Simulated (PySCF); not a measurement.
# Te⁺: excitation energy

Te⁺ [Kr] 4d10 5s2 5p3 (4S) → Te⁺ [Kr] 4d10 5s1 5p3 5d1 (6D), as a difference of total energies. Calculation: PySCF 2.14, in aug-cc-pV5Z-PP with ECP28MDF; a scalar-relativistic core potential. Correlated levels: valence: 4s2 4p6 4d10 frozen. The calculations carry no spin-orbit coupling.

| method | excitation energy (cm⁻¹) |
| --- | --- |
| UHF | 125680 |
| LDA | 149640 |
| PBE | 145670 |
| PBE0 | 142930 |
| r2SCAN | 142200 |
| TPSS | 144330 |
| M06-2X | 143390 |
| revPBE | 143990 |
| MP2 (valence) | 135940 |
| SCS-MP2 (valence) | 139360 |

The promoted electron is Rydberg-like, and one or two diffuse shells describe it only roughly, which tends to raise the upper state.
